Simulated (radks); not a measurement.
Spherical quantum dot in the effective-mass picture: electrons in a hard-walled sphere of radius 5.81, with a point charge +1 (a donor) at the centre, all in effective atomic units (hartree* = m*/eps^2 hartree, bohr* = eps/m* bohr), one dielectric constant everywhere. Method: non-relativistic Kohn-Sham, PBE, spin-polarised, spherical densities; computed with a radial shooting solver with Libxc functionals. Levels are named by radial order and angular momentum (1s, 1p, 1d, 2s, ...), and open shells are averaged over m. Results are scaled to m* = 0.081 and eps = 4.8, for which hartree* = 95.67 meV and bohr* = 3.136 nm.

N = 9, configuration 1s2 1p6 2s(up 1, down 0). This is the lowest configuration that the search found. Occupied levels:

level    occupation  eigenvalue (meV)  <r> (nm)
1s up             1            172.45     9.619
1s down           1            174.87     10.84
1p up             3            184.55     12.16
1p down           3            184.86     12.15
2s up             1            197.10     7.462

Energy (meV): total 746.311, kinetic 301.11, external -316.75, Hartree 966.83, exchange-correlation -204.88.

Electron density:

r (nm)  n(r) (e/nm^3)
1.38         0.004981
2.74         0.002132
4.11         0.001005
5.47        0.0005885
6.84        0.0004748
8.20        0.0004922
9.56        0.0005608
10.9        0.0006181
12.3        0.0006085
13.7        0.0004983
15.0        0.0003024
16.4        0.0001083
17.7        7.055e-06
